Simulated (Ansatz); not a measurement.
Ansatz results at the PBE0-D4/def2-TZVP geometry: size of the dipole moment (ωB97M-V/def2-TZVPP) 2.37 D; HOMO–LUMO gap (PBE/def2-TZVPP) 2.74 eV; HOMO energy (B3LYP/def2-TZVPP) -6.49 eV.

(1) Which molecule gave them?
A. `CO[CH2][AlH][SiH3]`
B. `C[Si](O)(S)Cl`
C. `O=[CH][GaH2]`
D. `[OH][InH][CH2][SiH3]`

Results:

(1) C. The others give `[OH][InH][CH2][SiH3]`: 2.49, 4.53, -7.54; `C[Si](O)(S)Cl`: 1.66, 5.91, -7.45; `CO[CH2][AlH][SiH3]`: 1.16, 2.76, -6.46.

B3LYP here is the variant with VWN-RPA as its local correlation; programs differ in this.
